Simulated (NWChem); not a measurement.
Species: C$_{3}$H$_{5}$ cation

```xyz
8

C     -1.1916     0.0000     0.2115
C      0.0000     0.0000    -0.4943
C      1.1916     0.0000     0.2115
H     -2.1547     0.0000    -0.2966
H     -1.2062     0.0000     1.3007
H      0.0000     0.0000    -1.5809
H      2.1547     0.0000    -0.2966
H      1.2062     0.0000     1.3007
```
Atoms are numbered in this order, from 1.

All runs: NWChem. Geometry: optimised at B3LYP/6-31G* (spherical d). Vertical excitations in the gas phase; the lowest state need not have the same character in each row.

For level CAM-B3LYP/def2-SVP, TDA:

| Item | Value |
|---|---|
| lowest excitation, singlet (eV) | 5.17 |
| lowest state with f > 0.02, singlet (eV) | 6.41 |
| oscillator strength of that bright state | 0.610 |
| lowest triplet (eV) | 2.53 |
| orbital gap (eV) | 8.09 |

### Question
How do the values read with level LDA (Slater exchange, VWN5)/def2-SVP, TDA instead?

### Answer
- lowest excitation, singlet (eV): 4.22
- lowest state with f > 0.02, singlet (eV): 6.86
- oscillator strength of that bright state: 0.639
- lowest triplet (eV): 2.89
- orbital gap (eV): 3.57
